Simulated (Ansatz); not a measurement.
Caution, from a PySCF single point (PBE0-D3(BJ)/def2-TZVPD) at this geometry: the highest occupied level lies above zero, so the state may not be bound. Caution, from a PySCF single point (PBE0-D3(BJ)/def2-TZVPD) at this geometry: the restricted solution is unstable towards spin-unrestricted or complex orbitals, so a lower solution exists and this singlet may not be the ground state. This singlet lies within 0.05 eV of the relaxed triplet at the level frozen-core CCSD(T)/aug-cc-pVTZ // PBE0-D3(BJ)/def2-TZVPD (Ansatz, a first-principles code).

A geometry relaxed with PBE0-D3(BJ)/def2-TZVPD (Ansatz), charge -1, multiplicity 1:

```xyz
5

B      1.2845    -0.1166    -0.0219
H     -1.4170     1.4790     0.2893
H     -1.6668    -1.2018    -0.2237
Al    -0.6789     0.0624     0.0108
H      2.4783    -0.2229    -0.0545
```

### Question
Write the SMILES of this molecule.

### Answer
`[BH-][AlH2]`
